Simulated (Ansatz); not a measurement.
Species: germanium monoxide, GeO (charge 0, singlet). 
Structure (B3LYP-D3(BJ)/def2-TZVP (Ansatz, a program for electronic structure) minimum search):
```xyz
2

Ge     0.0000     0.0000    -0.3265
O      0.0000     0.0000     1.3060
```

Quantity: atomisation energy (electronic, to ground-state atoms), in kJ/mol. Correlated levels leave the core frozen unless marked. UHF or UKS for open shells. Spin-orbit coupling is left out. The frozen core is the preceding noble-gas configuration, with the filled d and f shells of earlier blocks. Non-relativistic. The coupled-cluster limit lacks core correlation, which all-electron functionals hold. CBS marks a two-point X^-3 extrapolation of the correlation energy; Hartree-Fock from the larger set (for Q and 5 zeta extrapolated as (X+1)exp(-9√X)).

```json
[
 {"level": "HF/def2-SVP", "program": "Ansatz", "atomisation energy (kJ/mol)": "284.5"},
 {"level": "r2SCAN-D4/def2-TZVPD", "program": "Ansatz + dftd4", "atomisation energy (kJ/mol)": "668.1"}
]
```

Q: Predict the CCSD(T)/CBS(cc-pVQZ,cc-pV5Z) result (Ansatz).

A: 672.4 kJ/mol
